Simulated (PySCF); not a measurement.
**Ionisation energy of Rb⁺ by level of theory**

Rb⁺ [Kr] (1S) → Rb²⁺ [Ar] 3d10 4s2 4p5 (2P), as a difference of total energies. All numbers are calculated (PySCF 2.14, the spin-free X2C one-electron Hamiltonian (Gaussian nucleus), in jorge-DZP-DKH (8s6p2d, 36 functions)). Correlated levels: valence: [Ar] 3d10 4s2 frozen. The calculations carry no spin-orbit coupling.

| method | ionisation energy (eV) |
| --- | --- |
| UHF | 27.198 |
| M06-2X | 28.209 |
| M06-L | 28.034 |
| MP2 (valence) | 27.861 |
| SCS-MP2 (valence) | 27.818 |
| CCSD (valence) | 27.879 |
| CCSD(T) (valence) | 27.879 |

Problem. How much does correlation contribute at CCSD(T) (valence)?

Solution. 27.879 − (27.198) = 0.681 eV, measured against UHF.

The reference lies between the lowest fine-structure levels, while these numbers refer to the centres of the terms.

Errors of the correlated levels include the incompleteness of this basis and the frozen core.

For comparison: 27.290 eV (measured; NIST Atomic Spectra Database, ionization energies).
